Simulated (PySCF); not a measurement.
Gas-phase reaction: SnBr2 + 2 N2H2 = SnH2 + 4 N + 2 HBr, at 1000 K and a standard pressure of 1 bar. Level: ωB97X-V/def2-TZVP†.

Energies from PySCF, thermal terms from the rigid-rotor harmonic-oscillator model, ideal gas at 1 bar. † marks an energy on the PBE0/def2-TZVP geometry and frequencies. Open shells (unrestricted): N (multiplicity 4); the rest are closed-shell singlets. Sn: scalar-relativistic def2 core potential, no spin-orbit coupling. Br: all electrons, no relativistic terms. SnH2: computed as isolated molecules; such fragments, hydroxides, amides, oligomers or adducts are transient or little studied in the gas. The harmonic model lacks anharmonicity and excited electronic states, which grow with temperature; levels with a mode under 35 cm⁻¹ are left out. Soft modes under 120 cm⁻¹ make the harmonic entropy rough for SnBr2.

```
species       E (Ha)  H(1000 K) − E (kJ/mol)  S°(1000 K) (J/mol/K)
-------  -----------  ----------------------  --------------------
SnBr2    -5362.23864                    58.4                 398.6
N2H2      -110.65003                   118.5                 272.5
SnH2      -215.43465                    66.9                 281.6
N          -54.58630                    20.8                 178.5
HBr      -2574.52068                    45.8                 234.7
```
E: electronic energy; H − E holds the zero-point and thermal terms. 1 Ha = 2625.5 kJ/mol.

Task: Work out ΔH°, ΔS°, ΔG° and log10 K from these numbers.

Result: 1. ΔE = 1×(-215.43465) + 4×(-54.58630) + 2×(-2574.52068) − 1×(-5362.23864) − 2×(-110.65003) = 0.71749 Ha = 1883.8 kJ.
2. Δ(H − E) = 1×(66.9) + 4×(20.8) + 2×(45.8) − 1×(58.4) − 2×(118.5) = -53.7 kJ, so ΔH° = 1830.1 kJ.
3. ΔS° = 1×(281.6) + 4×(178.5) + 2×(234.7) − 1×(398.6) − 2×(272.5) = 521.4 J/K; the number of gas molecules changes by +4.
4. ΔG° = ΔH° − TΔS° = 1830.1 − 1000×(521.4)/1000 = 1308.7 kJ.
5. log10 K = −ΔG°/(RT ln 10) = -68.38, with RT ln 10 = 19.14 kJ/mol; at standard pressures the reactants are favoured.
6. A shift of 10 kJ in ΔE would move log10 K by 0.52 here.
For scale, ΔH°(298 K) is 1805 kJ at this level, 1797 kJ at ωB97M-V/def2-TZVP†, and runs from 739 to 3164 kJ over the 18 levels computed.
